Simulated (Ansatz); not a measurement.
Consider the atomization: `OBN[SiH2]O` → B• + 6 H• + N• + 2 O• + Si•.

Gas-phase electronic energies from Ansatz, PBE0-D4/def2-TZVP geometries. CCSD(T)/CBS adds triple-zeta CCSD(T) − MP2 to the extrapolated MP2 energy (def2 sets, frozen cores). This one scheme is used for every species, atoms too. DFT in def2-TZVPP. HSE06 is defined as in plane-wave codes. No spin–orbit coupling; open shells (•) take unrestricted orbitals. Spin–orbit coupling would lower the free atoms: a little for B, O, Si. Each species was taken in one conformer, which may not be the lowest.

`OBN[SiH2]O`:

```xyz
11

O    -0.037   -1.151   -2.009
B    -0.901   -1.170   -0.958
N    -0.672   -0.484    0.272
Si    0.628    0.534    0.739
O     0.103    2.090    0.810
H     0.760   -0.635   -1.856
H    -1.903   -1.811   -1.096
H    -1.418   -0.592    0.945
H     1.689    0.373   -0.293
H     1.170    0.149    2.069
H     0.581    2.697    1.377
```

CCSD(T)/CBS gives +1010.8 kcal/mol.

(1) Another level gave +1010.2 kcal/mol. Which?
A. CAM-B3LYP-D4/def2-TZVPP
B. HSE06/def2-TZVPP
C. BLYP-D4/def2-TZVPP
D. B2PLYP/def2-TZVPP

Largest T1 diagnostic among the species: 0.014.

## Answers

(1) C. BLYP-D4 1010.2, HSE06 998.3, CAM-B3LYP-D4 1017.3, B2PLYP 1000.4 kcal/mol.

From PBE to PBE0 (25 % exact exchange), in def2-TZVPP and without D4, ΔE moves by −19.3 kcal/mol: exact exchange takes away binding that semilocal exchange gives to molecules. The D4 term adds +7.8 kcal/mol with B3LYP and +4.1 kcal/mol with PBE0; it sums over pairs of atoms, weighted by their polarisabilities, and B3LYP, whose exchange is more repulsive, gets the larger term. In def2-TZVPP, CCSD(T) changes the Hartree–Fock value by +251.7 kcal/mol (the triples alone add +14.1 kcal/mol) and MP2 by +273.0 kcal/mol; breaking electron pairs costs correlation energy, which Hartree–Fock lacks.

B3LYP here is the variant with VWN-RPA as its local correlation; programs differ in this.

For atomizations the MP2-based limit and the directly extrapolated one differ by several kJ/mol either way, and by 10 to 25 for some Ge, Se and Sn compounds, so smaller differences from it don't rank the levels.
